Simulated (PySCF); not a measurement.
A side-by-side comparison of computed properties.

First species: Methyl thiocyanate, C2H3NS.
SMILES: `CSC#N`

Second species: C5H6OS.
InChI=1S/C5H6OS/c1-6-5-2-3-7-4-5/h2-4H,1H3

Levels: B97-2/pcSseg-2 for dipole moment, HOMO energy, LUMO energy and HOMO–LUMO gap; PBE0-D3(BJ)/def2-TZVP for rotational constant A and rotational constant C. Geometries: PBE0-D3(BJ)/def2-TZVP. Each structure is a single optimised conformer of the isolated species, non-relativistic unless stated; the electronic structure was computed with PySCF and density fitting.

Dipoles, sizes and rotational constants follow the conformer. The torsions of the flexible species, by atom-mapped SMILES:
- `[CH3:1][O:2][c:3]1[cH:4][cH:5][s:6][cH:7]1`: C1–O2–C3–C4 179°

```
             property    column X   column Y
        dipole moment      4.26 D     1.08 D
          HOMO energy    -7.45 eV   -6.06 eV
          LUMO energy    -0.95 eV   -0.27 eV
        HOMO–LUMO gap     6.50 eV    5.79 eV
rotational constant A  16.092 GHz  5.729 GHz
rotational constant C   3.381 GHz  1.254 GHz
```

(1) Which column belongs to which species?

(2) How does each property change from the first species to the second?

Answers

(1) Column X is the first species and column Y the second. The first has 7 atoms and 38 electrons, the second 13 and 60.

(2) dipole moment -3.18 D; HOMO energy +1.39 eV; LUMO energy +0.68 eV; HOMO–LUMO gap -0.71 eV; rotational constant A -10.363 GHz; rotational constant C -2.127 GHz.

On the first: In atomic units the dipole is 1.67 e·bohr (1 au = 2.5417 D). Isolated species at its PBE0-D3(BJ)/def2-TZVP geometry, gas phase.

On the second: The dipole matches unit charges of opposite sign 0.23 Å apart (1 e·Å = 4.8032 D). Isolated species at its PBE0-D3(BJ)/def2-TZVP geometry (one conformer only).
